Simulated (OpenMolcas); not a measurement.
# 5d ions of charge +2 along the row

| Property | Result |
| --- | --- |
| Program | OpenMolcas |
| Method | SS-CASPT2, IPEA 0.25 Eh, imaginary shift 0.1 Eh |
| Basis | ANO-RCC-VQZP |
| Scalar Hamiltonian | DKH2, point nucleus |
| Spin-orbit coupling | RASSI with atomic mean-field integrals over the reference wave functions, term energies averaged over their components |

Active space: the 5d shell; CASPT2 also correlates the outermost closed s and p core shells.

B and C come from two terms' centres of gravity (d2, d8: 3P = 15B, 1G = 12B + 2C; d3, d7: 4P = 15B, 2G = 4B + 3C; d4, d6: 3G = 9B + 4C, 3H = 4B + 4C; d5: 4D = 17B + 5C, 4G = 10B + 5C, above the ground term), where all their levels are at least 80 % pure. ζ = ±2S·A comes from the whole width of the ground multiplet by E(J) = (A/2) J(J+1), where its levels are at least 85 % pure. Energies in cm-1.

| Ion | Configuration | Lowest level | Weight (%) | B | C | ζ |
| --- | --- | --- | --- | --- | --- | --- |
| Hf2+ | 5d² | ³F₂ | 90 | 606 | 1770 | 1848 |
| Ta2+ | 5d³ | ⁴F_3/2 | 89 |  |  |  |
| W2+ | 5d⁴ | ⁵D₀ | 68 |  |  |  |
| Re2+ | 5d⁵ | ⁶S_5/2 | 90 |  |  |  |
| Os2+ | 5d⁶ | ⁵D₄ | 85 |  |  |  |
| Ir2+ | 5d⁷ | ⁴F_9/2 | 85 |  |  |  |
| Pt2+ | 5d⁸ | ³F₄ | 96 |  |  |  |

Term energies are means over components that CASPT2 splits; among the low terms the widest spread is 2700 cm-1 (5d³ ²H, Ta2+). Over all roots computed the reference weight is 0.90 to 0.95 in W2+; the roots of lowest weight are the least certain, and an intruder state may touch them. Configurations with an s electron lie low in 5d ions of this charge, fall among these levels and mix in, so low-spin terms can stand far too high, up to twice their true height, and weights are not those of the real levels. The CASPT2 spread within a term exceeds the gap to the next term for 5d³ ⁴P and 5d³ ²P, 5d³ ²P and 5d³ ²H, 5d³ ²H and 5d³ ²D(1), so the order of their levels is uncertain, and so are names and mixing where such terms share a J (figures for Ta2+; the like holds for W2+, Os2+, Ir2+). Some terms miss by over 15 % even with CASPT2, which points to a basis or an active space too small for the shells correlated (holds for W2+; Pt2+). Only configurations of the active space appear.

A number in round brackets counts repeated terms of one configuration in the order of the reference energies.
